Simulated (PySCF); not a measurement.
# Electron correlation in Tl⁺ (thallium, charge +1)

[Xe] 4f14 5d10 6s2, closed-shell 1S. Computed with PySCF 2.14 in def2-SVP with the def2 core potential (60 electrons) (4s4p2d, 26 functions), with scalar relativity through the core potential. Frozen: 5s2 5p6 5d10; 2 electrons correlated.

Total MP2 correlation energy: -16.87 mhartree.

Same-spin part 0.00 and opposite-spin part -16.87 mhartree; SCS-MP2 scales them by 1/3 and 6/5 to -20.25 mhartree.

With two correlated electrons CCSD is exact within the correlated space (frozen core and kept virtual orbitals).

```csv
level,correlation energy (mhartree)
CCSD,-24.94
```

Diagnostics: T1 = 4.6e-05, D1 = 0.0001, largest double amplitude 0.075.

Is a single reference adequate?

Mostly. T1 lies below 0.03, but a double amplitude of this size points to a near-degeneracy that CCSD handles and MP2 describes poorly.
